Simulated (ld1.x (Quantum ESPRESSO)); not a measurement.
Building the PAW potential for In (Z = 49) (PBE, fully relativistic).

```
Element                 : indium (In)
Generator               : ld1.x (Quantum ESPRESSO) 7.5
Type                    : PAW
Functional              : PBE
Relativity              : fully relativistic
Frozen core             : [Kr]
Valence charge          : 13
Reference configuration : 4d10 5s1.75 5p1.25
Partial waves           : 5s (bound): rcut 2.35, rcutus 2.75 bohr; 5s channel at -0.2 Ry: rcut 2.35, rcutus 2.75 bohr; 5p (bound): rcut 2.85, rcutus 3.50 bohr; 5p channel at 0.4 Ry: rcut 2.85, rcutus 3.50 bohr; 4d (bound): rcut 1.05, rcutus 1.30 bohr; 4d channel at -1 Ry: rcut 1.05, rcutus 1.30 bohr
Local potential         : all-electron potential smoothed inside 1.85 bohr (lloc = -2)
Core correction         : Bessel-smoothed model core, default radius (core density twice the valence density)
Augmentation charge     : PSQ, inside the norm-conserving radii
```

Open shells are filled in proportion to 2j + 1 (rel_dist='average').

Poles of the logarithmic derivatives, all-electron (AE) and pseudo (PS). s: poles at -0.4, 3.0 (AE) and -0.4, 2.6, 3.6 (PS) Ry. p1/2: poles at 0.3, 3.7 (AE) and 0.3, 3.1 (PS) Ry. p3/2: poles at 0.4, 3.9 (AE) and 0.4, 3.1 (PS) Ry. d3/2: poles at -1.4, 1.6 (AE) and -1.4, 1.6 (PS) Ry. d5/2: poles at -1.4, 1.6 (AE) and -1.4, 1.6 (PS) Ry. Test radius 3.82 bohr.

* Largest excitation error: -221 meV (all-electron minus pseudo) for 4d9 5s0 5p0, out of 7 test configurations
* Density cutoff estimated by the generator: 329 Ry

The ghost test of this file was not conclusive.
